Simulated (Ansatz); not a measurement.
Computed with Ansatz on PBE0-D4/def2-TZVP structures; ΔE is electronic, products minus reactants. CBS: MP2 limit from def2 TZ/QZ plus the TZ coupled-cluster correction, frozen cores. This one scheme is used for every species. DFT in def2-TZVPP. Elements past krypton have def2 core potentials. For Te outer-core shells are correlated without core-valence functions, which leaves a few kJ/mol of doubt a bond. Each species was taken in one conformer, which may not be the lowest.

Reaction (substitution at a C–Al bond): `NC#[C][AlH][NH2]` + H₂Te → `NC#C[TeH]` + `[NH2][AlH2]`

CCSD(T)/CBS gives +22.5 kcal/mol.

Task: Another level gave +20.8 kcal/mol. Which?
A. PBE0-D4/def2-TZVPP
B. BHLYP-D4/def2-TZVPP
C. revPBE-D4/def2-TZVPP
D. HF/def2-TZVPP

Result: C. revPBE-D4 20.8, PBE0-D4 22.0, BHLYP-D4 23.3, HF/def2-TZVPP 24.8 kcal/mol.

Largest T1 diagnostic among the species: 0.013.

From BLYP to BHLYP (50 % exact exchange), in def2-TZVPP and without D4, ΔE moves by +1.6 kcal/mol. At CCSD(T), def2-SVP lies +1.7 kcal/mol from the extrapolated value and def2-TZVPP +0.3 kcal/mol. In def2-TZVPP, CCSD(T) changes the Hartree–Fock value by −2.1 kcal/mol (the triples alone add −0.4 kcal/mol) and MP2 by −3.0 kcal/mol.
